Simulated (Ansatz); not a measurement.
A structure relaxed at r2SCAN-D4/def2-SVP in Ansatz, charge 0, singlet:

```xyz
35

Br   -2.014    2.028   -0.491
C    -0.416   -1.976   -3.644
C     0.759   -1.453   -3.103
C     0.710   -0.601   -1.993
C    -0.519   -0.260   -1.408
C    -0.580    0.585   -0.142
C     0.718    1.335    0.128
C     1.160    2.333   -0.759
C     2.387    2.966   -0.567
C     3.204    2.610    0.514
C     2.781    1.613    1.392
C     1.547    0.978    1.203
C    -1.060   -0.207    1.068
C    -1.456    0.459    2.242
C    -1.811   -0.257    3.384
C    -1.773   -1.657    3.380
C    -1.371   -2.328    2.225
C    -1.016   -1.610    1.076
C    -1.697   -0.801   -1.956
C    -1.647   -1.648   -3.061
H    -0.377   -2.637   -4.515
H     1.728   -1.704   -3.546
H     1.640   -0.209   -1.576
H     0.523    2.620   -1.600
H     2.707    3.746   -1.264
H     4.165    3.110    0.667
H     3.410    1.322    2.239
H     1.236    0.192    1.895
H    -1.493    1.552    2.249
H    -2.124    0.282    4.283
H    -2.056   -2.219    4.275
H    -1.333   -3.421    2.208
H    -0.694   -2.151    0.183
H    -2.661   -0.544   -1.508
H    -2.576   -2.051   -3.475
```

(1) Give its formula and point group.

(2) Summarise the bond lengths by kind (pairs closer than 1.2 times the sum of covalent radii, bridged metal pairs left out).

## Answers

(1) C₁₉H₁₅Br. Point group C3 (tolerance 0.1 Å).

(2) 21 × C–C 1.39 to 1.52 Å; 1 × Br–C 2.06 Å; 15 × C–H 1.09 Å.
